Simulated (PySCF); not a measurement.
Molecule: `CC#CC#CC#N`, C6H3N.

Atom-mapped SMILES (the numbers label the heavy atoms): `[CH3:1][C:2]#[C:3][C:4]#[C:5][C:6]#[N:7]`. Hydrogens are named by the atom that carries them.

Spin–spin couplings on one PBE0-D3(BJ)/def2-SVP geometry, PySCF 2.14, gas phase, non-relativistic, equivalent pairs averaged (spin–dipole term only in couplings to heteroatoms); isotopes ¹³C, ¹H, ¹⁵N; basis pcJ-1.

How do the couplings (Hz) change with the functional? Times are CPU seconds on shared hosts with different chips, so compare them loosely.

Results:


| functional | functions | ¹J(C4,C5) | ¹J(C2,C3) | ¹J(C3,C4) | ¹J(C5,C6) | ¹J(C1,H(C1)) | ¹J(C1,C2) | ¹J(C6,N7) | core-s |
| --- | --- | --- | --- | --- | --- | --- | --- | --- | --- |
| LDA | 219 | 210.4 | 191.0 | 151.4 | 146.1 | 106.0 | 55.3 | -9.9 | 16 |
| PBE | 219 | 225.7 | 203.8 | 167.7 | 159.3 | 128.3 | 68.1 | -12.2 | 24 |
| KT2 | 219 | 213.4 | 188.8 | 157.0 | 144.7 | 136.4 | 56.1 | -4.8 | 26 |
| B3LYP | 219 | 243.2 | 218.0 | 183.3 | 179.0 | 140.8 | 77.1 | -22.2 | 15 |
| PBE0 | 219 | 239.9 | 214.5 | 180.2 | 174.4 | 133.3 | 74.5 | -21.4 | 26 |
| B97-2 | 219 | 235.6 | 211.3 | 177.3 | 171.2 | 126.6 | 74.1 | -20.3 | 25 |
| BHandHLYP | 219 | 281.0 | 245.9 | 215.7 | 213.5 | 153.4 | 90.6 | -39.9 | 27 |
| CAM-B3LYP | 219 | 246.3 | 219.7 | 183.4 | 181.3 | 138.6 | 76.3 | -25.7 | 35 | Left out for a near triplet instability: HF/pcJ-1.
